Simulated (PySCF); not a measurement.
F2S, SMILES FSF.

Geometry: r2SCAN-D4/def2-TZVP.

These are PBE/def2-TZVPD (PySCF) values and carry that method's errors.

Symmetry labels are those of the subgroup C2v that the program uses (full group C2v).

Computed valence orbital energies around the gap with their symmetry:
| orbital | symmetry | energy (eV) |
|---|---|---|
| HOMO−7 | A1 | -18.47 |
| HOMO−6 | B2 | -14.21 |
| HOMO−5 | A1 | -12.88 |
| HOMO−4 | B1 | -12.27 |
| HOMO−3 | A2 | -11.01 |
| HOMO−2 | B2 | -10.81 |
| HOMO−1 | A1 | -10.63 |
| HOMO | B1 | -5.85 |
| LUMO | B2 | -3.02 |
| LUMO+1 | A1 | -2.10 |
| LUMO+2 | A1 | 0.20 |
| LUMO+3 | B1 | 0.85 |
